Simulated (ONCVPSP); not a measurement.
**PBEsol ONCV dataset for Ni, scalar-relativistic all-electron reference.**

ONCVPSP 4.0.1 input, shortened (lines: element, Z, core and valence counts, functional; n l f; lmax; l rc ep ncon nbas qcut; lloc lpopt rc5 dvloc0; l nproj debl; icmod fcfact rcfact), PBEsol, scalar-relativistic:

```
  Ni 28.00    3    5  -116133      upf
    1    0    2.00
    2    0    2.00
    2    1    6.00
    3    0    2.00
    3    1    6.00
    3    2    8.00
    4    0    1.75
    4    1    0.25
    2
    0    1.10    0.00    4    8    9.10
    1    1.15    0.00    3    6   14.00
    2    0.85    0.00    4    8   16.50
    4    2    0.80    0.00
    0    2    1.10
    1    2    2.80
    2    2    3.90
    0    0.00    0.00
```

Poles of the logarithmic derivatives, all-electron (AE) and pseudo (PS). s: poles at -2.7 (AE) and -2.7 (PS) Ha. p: poles at -1.4 (AE) and -1.4 (PS) Ha. d: poles at 3.6 (AE) and 3.6 (PS) Ha. Test radii: s 1.12, p 1.17, d 0.86 bohr.

* Cutoffs needed: 114 Ha and 128 Ha (the cutoffs (Ha) at which the residual kinetic energy of the hardest occupied pseudo-wave falls to 1 and 0.1 mHa per electron)
* Ghost test: no bound ghost flagged; no localised positive-energy state flagged
* Configuration tests: 1 of 4 tests not solved or not reliable
